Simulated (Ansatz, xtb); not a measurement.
CH4OSeSi: 8 structures ranked

8 gas-phase structures of CH4OSeSi, found in a search over its isomers (lower ones may exist). Each was relaxed with GFN2-xTB; where two conformers were screened, the lower at r2SCAN-D4/def2-SVP is listed:

A. a singlet given by its coordinates
B. `O=[SiH]C[SeH]`, a singlet
C. `C[Se][SiH]=O`, a singlet
D. a singlet given by its coordinates
E. `C[Si](=O)[SeH]`, a singlet
F. `[SiH3]OC=[Se]`, a singlet
G. `C1O[SiH2][Se]1`, a singlet
H. `C[Si](O)=[Se]`, a singlet

D (Å):

```xyz
8

C    -3.2699   -0.8238    0.1064
O     1.2436   -1.2002    0.0765
Se   -1.6995   -1.1326   -1.0194
Si   -0.1991   -1.0217    0.7674
H    -4.1131   -1.3307   -0.3553
H    -3.0835   -1.2204    1.1015
H    -3.4655    0.2453    0.1552
H     1.4427   -1.3163   -0.8530
```

Close contacts (Å): C1–Se3 1.96, O2–Si4 1.61, Se3–Si4 2.34, C1–H5 1.09, C1–H6 1.09, C1–H7 1.09, O2–H8 0.96.

A (Å):

```
atom    x (Å)    y (Å)    z (Å)
   C  -1.3054  -1.7874   0.4953
   O  -0.2612  -0.8651   0.6130
  Se   1.6459  -3.3233   0.8249
  Si   1.3263  -0.9967   0.7979
   H  -2.2065  -1.2547   0.1901
   H  -1.0617  -2.5497  -0.2521
   H  -1.4785  -2.2805   1.4559
   H   3.0618  -3.1808   0.9942
```

Close contacts (Å): C1–O2 1.40, O2–Si4 1.60, Se3–Si4 2.35, C1–H5 1.09, C1–H6 1.09, C1–H7 1.09, Se3–H8 1.43.

Estimate their order in r2SCAN-D4/def2-SVP energy at these geometries, lowest first.

Calculated order at r2SCAN-D4/def2-SVP: H (0.0), E (97.6), D (127.2), A (152.4), C (154.8), G (164.7), F (213.7), B (243.6) kJ/mol. Less than 1 kcal/mol parts A and C, so the order within that pair means little.

Energies above the lowest of each column, in kJ/mol; the last columns are at PBE0-D3(BJ)/def2-SVP geometries and were run for some of them only (a dash: not run or not comparable):

```
structure  GFN2-xTB  HF/STO-3G  r2SCAN-D4/def2-SVP  PBE0-D3(BJ)/def2-SVP  CCSD(T)/def2-SVP + ΔMP2/def2-TZVPP
        H       0.0        7.6                 0.0                   0.0                                 0.0
        E      32.1      134.2                97.6                 104.4                                92.9
        D     105.5       26.2               127.2                     –                                   –
        A     103.5       20.7               152.4                     –                                   –
        C      16.6      175.2               154.8                     –                                   –
        G      64.5        0.0               164.7                     –                                   –
        F     108.7      110.0               213.7                     –                                   –
        B     113.0      284.1               243.6                     –                                   –
```

CCSD(T)/def2-SVP + ΔMP2/def2-TZVPP puts H lowest of those it was run on; HF/STO-3G picks G. Flexible structures stand in one conformer each, not always the lowest. Frequencies (PBE0-D3(BJ)/def2-SVP) were run for E, H alone. ΔMP2 is the change of the MP2 energy from the smaller to the larger basis.

Over these structures GFN2-xTB departs from r2SCAN-D4/def2-SVP by 42.2 kJ/mol on average once a common shift is removed. A GFN2-xTB relaxation took about 0.12 s and the r2SCAN-D4/def2-SVP energy about 1.7 s on a shared host (Ansatz 0.2.0, xtb 6.7.1).
